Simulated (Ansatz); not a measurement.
Basis-set series for C₃H₈AlF. Total charge 0; spin multiplicity 1. The bonds changed during the relaxation, so this is another structure than the one it started from. Geometry: relaxed with PBE0-D4/def2-TZVP. It is one conformer, not always the lowest.

```xyz
13

C    -0.6893   -1.9726    0.3650
Al   -0.8212   -0.4834   -0.8870
C     0.2721    1.1142   -0.5963
C     1.2537    1.3600    0.4939
F    -1.1632    1.1910    0.0434
H    -0.1686   -1.7065    1.2887
H    -1.6792   -2.3501    0.6392
H    -0.1486   -2.8120   -0.0853
H    -1.6967   -0.5330   -2.2090
H     0.2330    1.9308   -1.3172
H     1.1321    2.3403    0.9651
H     2.2487    1.3348    0.0359
H     1.2274    0.5866    1.2634
```

```tsv
functional	basis	functions	energy (Eh)	HOMO (eV)	LUMO (eV)
PBE0-D4	def2-SVP	114	-460.80006	-7.50	0.06
PBE0-D4	def2-TZVPP	278	-461.13861	-7.52	-0.15
ωB97M-V	def2-SVP	114	-461.03013	-9.77	1.79
ωB97M-V	def2-TZVPP	278	-461.37947	-9.81	1.42
```

Give the rows for def2-QZVPP. (Estimate.)

Ansatz gave: 
| functional | basis | functions | energy (Eh) | HOMO (eV) | LUMO (eV) |
| --- | --- | --- | --- | --- | --- |
| PBE0-D4 | def2-QZVPP | 538 | -461.15867 | -7.53 | -0.30 |
| ωB97M-V | def2-QZVPP | 538 | -461.39882 | -9.82 | 0.93 |

Positive LUMOs are unbound and depend on the basis.
